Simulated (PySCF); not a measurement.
An unknown is described by computed data only.

Elements present: C, F, H, O and Si. Monoisotopic mass: 118.0250 u.

| Property | Result |
| --- | --- |
| 1H NMR | chemical shifts (computed TMS as zero) by class: 9.63 (1 H), 6.75 (1 H), 5.68 (2 H), 1.86 (3 H) ppm [GIAO PBE0/pcSseg-1] |
| Polarisability | 78.4 au [wB97X-D/def2-SVPD] |
| 13C NMR | chemical shifts (computed TMS as zero) by class: 198.1 (1 C), 163.3 (1 C), 152.4 (1 C), 19.5 (1 C) ppm [GIAO PBE0/pcSseg-1] |
| UV, strongest line | among the 8 lowest singlet transitions: S2 at 5.79 eV (214 nm, f = 0.466) [TDDFT wB97X-D/def2-SVPD] |
| NMR, other nuclei | isotropic shieldings of nuclei other than C and H, by class: -356 (1 O), 403 (1 F), 355 (1 Si) ppm [GIAO PBE0/pcSseg-1] |
| Rotational structure | rotational constants A, B, C: 6.218, 0.906, 0.802 GHz [GFN2-xTB] |

Electronic properties: PySCF, gas phase, density fitting. Levels stand in brackets. Isolated species at its GFN2-xTB geometry (one conformer only). NMR classes are plain means over equivalent atoms (diastereotopic ones count apart unless rotation or inversion swaps them), as if these changed places fast.

Problem. Which formula fits the mass and the elements?

Solution. C4H7FOSi (calculated 118.0250). No other formula that holds each of these elements comes within 0.0003 u with a fitting electron parity and a possible valence count.

Problem. Propose a structure and show how it fits.

Solution. Numbering: `[CH3:1]/[C:2]([CH:3]=[O:4])=[CH:5]\[SiH2:6][F:7]`. Its formula, C4H7FOSi, gives 2 degrees of unsaturation: 0 rings and 2 π bonds in the structure found. 4 carbons fall into 4 classes; from least to most shielded: aldehyde carbon [C3] (198.1 ppm), fully substituted alkene carbon [C2] (163.3 ppm), alkene CH carbon [C5] (152.4 ppm), allylic carbon [C1] (19.5 ppm). Hydrogen classes from least to most shielded: 1 H on an aldehyde carbon, C3 (9.63 ppm), 1 H on an alkene CH carbon, C5 (6.75 ppm), 2 H on a fluorine-bound silicon, Si6 (5.68 ppm), 3 H on an allylic carbon, C1 (1.86 ppm, a mean of values up to 1.1 ppm apart in this geometry). The other shieldings belong to: -356 ppm, aldehyde oxygen [O4]; 403 ppm, silicon-bound fluorine [F7]; 355 ppm, fluorine-bound silicon [Si6]. The optimised geometry has point group Cs and is an asymmetric top. Structure: `C/C(C=O)=C\[SiH2]F`. Computed isomers that give other values at the same levels: `C=C1C[C@H]1O[SiH2]F` (13C chemical shifts (computed TMS as zero) by class: 142.8 (1 C), 114.7 (1 C), 50.7 (1 C), 16.1 (1 C) ppm); `O=C(/C=C/F)C[SiH3]` (13C chemical shifts (computed TMS as zero) by class: 205.1 (1 C), 176.3 (1 C), 116.6 (1 C), 31.8 (1 C) ppm); `C#C[C@](C)(F)[SiH2]O` (13C chemical shifts (computed TMS as zero) by class: 89.2 (1 C), 88.1 (1 C), 86.6 (1 C), 26.6 (1 C) ppm). The assignments are read from this structure; whether some other isomer fits the data as well wasn't checked.

Shape of the structure used: `[CH3:1]/[C:2]([CH:3]=[O:4])=[CH:5]\[SiH2:6][F:7]`: C1–C2–C3–O4 0°, C2–C5–Si6–F7 180°.
